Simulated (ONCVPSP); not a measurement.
## helium (He): from the effect back to the setting (ONCV)

Base potential:

helium, optimised norm-conserving Vanderbilt (ONCV), made with ONCVPSP 4.0.1 (PBE, scalar-relativistic). Core none, reference 1s2. Waves: 1s: rc 0.55 bohr, ncon 4, nbas 9, qcut 15.4 1/bohr, 2 projectors, debl 1.8 Ha; p scattering state at 0.03 Ha: rc 0.50 bohr, ncon 4, nbas 7, qcut 16.4 1/bohr, 2 projectors, debl 1.1 Ha. Local part: polynomial inside 0.40 bohr (lpopt 2, dvloc0 0 Ha). Core correction: none.

Cutoffs, loose and tight: the cutoffs (Ha) at which the residual kinetic energy of the hardest occupied pseudo-wave falls to 1 and 0.1 mHa per electron. They do not see the model core or the augmentation charge, which bear on the density cutoff. Test errors are all-electron minus pseudo excitation energies from the reference, over the configurations 1s1; 1s1.5; variants that change the core or the reference have their own tests.

Only the s radius is moved:

```csv
s radius (bohr),"cutoff, loose","cutoff, tight",bound ghosts,largest test error (meV)
0.38,117 Ha,864 Ha,none,-0.5
0.44,98 Ha,260 Ha,none,+1.4
0.5,87 Ha,121 Ha,none,+3.0
0.54,82 Ha,109 Ha,none,+4.3
0.6,75 Ha,99 Ha,none,+6.6
0.64,72 Ha,94 Ha,none,+8.2
0.76,63 Ha,83 Ha,none,+14
0.8,60 Ha,79 Ha,s,+17
```

Task: One more run gave cutoff, loose: 68 Ha; cutoff, tight: 88 Ha; bound ghosts: none; largest test error (meV): +11. Which value of the s radius was used?

Result: 0.7 bohr. The loose cutoff moves one way along this sweep, from 117 Ha at 0.38 to 60 Ha at 0.8 bohr, which places the run between 0.64 and 0.76 bohr.
